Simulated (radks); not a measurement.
Values are calculated unless marked as measured or tabulated.
Al+, 12 electrons, occupied as [Ne] 3s1.75 3p0.25 (fractional occupations, a model configuration).

Code: a radial shooting solver on a logarithmic mesh with Libxc functionals. Model: scalar-relativistic Kohn-Sham, PBE, spin-polarised, spherical densities, point nucleus; open shells are filled with parallel spins first.

Energy parts (hartree):
part                      energy
total                 -242.42270
kinetic                242.88198
electron-nucleus      -576.12003
Hartree                109.05073
exchange-correlation   -18.23538

Orbitals (lengths in bohr, moments of r in powers of bohr):
orbital,occ.,eigenvalue (hartree),<1/r>,<r>
1s up,1,-55.86218,12.63,0.1202
1s down,1,-55.86058,12.63,0.1202
2s up,1,-4.29811,2.340,0.6258
2s down,1,-4.29572,2.340,0.6257
2p up,3,-2.88286,2.211,0.6029
2p down,3,-2.88024,2.211,0.6027
3s up,1,-0.56213,0.5668,2.368
3s down,0.75,-0.53968,0.5684,2.370
3p up,0.25,-0.34904,0.4601,2.876
3p down,0,-0.32735,0.4566,2.908
3d up,0,-0.12581,0.2588,4.737

The highest occupied level is 3p up at -9.498 eV. Summed over all electrons, <r^2> = 17.49 bohr^2, which gives a Langevin (diamagnetic) susceptibility term of -13.9 x 10^-6 cm^3/mol. Spin moment in Bohr magnetons: 0.5. The density falls to 0.001 e/bohr^3 at r = 3.94 bohr.
